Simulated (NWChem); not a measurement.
Species: SiH$_{3}$O$_{2}$F; SMILES O[SiH](O)F

```xyz
7

Si     0.0294    -0.0293     0.3588
O      0.4948    -1.5170    -0.1934
O     -1.5157     0.2727    -0.1831
F      0.9856     1.1671    -0.2213
H      0.1924    -0.0480     1.8349
H      0.2479    -1.7129    -1.1146
H     -1.7659     1.2104    -0.2484
```
Atoms are numbered in this order, from 1.

Program: NWChem. Geometry optimised at PBE-D3(BJ)/def2-SVP; all other runs use it. Pople sets run with spherical d functions. Vzz has the sign of the potential's second derivative.

```tsv
quantity	level	value
charge (e), ESP Si1	Hartree-Fock/6-31G*	1.30
Vzz O3 (a.u.)	PBE0/def2-SVP	(withheld)
cavity-dispersion-structure term (kcal/mol) in water	PBE0/def2-SVP, SMD	(withheld)
−ε(HOMO) (eV)	LRC-wPBEh/def2-SVP	11.29
dipole (D)	PBE-D3(BJ)/def2-SVP	(withheld)
highest harmonic frequency (cm⁻¹)	PBE-D3(BJ)/def2-SVP	3773
```

Problem. Fill in the missing entries.

Solution. 
- Vzz O3 (a.u.), value: 1.423
- cavity-dispersion-structure term (kcal/mol) in water, value: 2.7
- dipole (D), value: 1.58
